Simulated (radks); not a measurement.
Values are calculated unless marked as measured or tabulated.
Ne4+, 6 electrons, occupied as [He] 2s2 2p2.

Code: a radial shooting solver on a logarithmic mesh with Libxc functionals. Model: scalar-relativistic Kohn-Sham, PBE, spin-polarised, spherical densities, point nucleus; open shells are filled with parallel spins first.

Energy parts (eV):
total: -3286.309
kinetic: 3289.533
electron-nucleus: -7286.514
Hartree: 972.190
exchange-correlation: -261.518

Orbitals (lengths in bohr, moments of r in powers of bohr):
orbital,occ.,eigenvalue (eV),<r^4>,<1/r>
1s up,1,-953.2016,0.002929,9.631
1s down,1,-950.4012,0.002889,9.651
2s up,1,-133.5630,0.8083,1.928
2s down,1,-127.0077,0.8760,1.890
2p up,2,-111.9988,0.7392,1.839
2p down,0,-104.9815,0.8326,1.806

The highest occupied level is 2p up at -112.00 eV. Summed over all electrons, <r^2> = 2.658 bohr^2, which gives a Langevin (diamagnetic) susceptibility term of -2.1 x 10^-6 cm^3/mol. For comparison, the ionisation energy in NIST's Atomic Spectra Database is 126.25 eV (measured). In exact Kohn-Sham theory the highest level is minus the ionisation energy, but local and semilocal functionals leave it too shallow, through self-interaction and a potential that decays too fast; potentials with the right tail come closer. The density falls to 0.001 e/bohr^3 at r = 2.00 bohr.
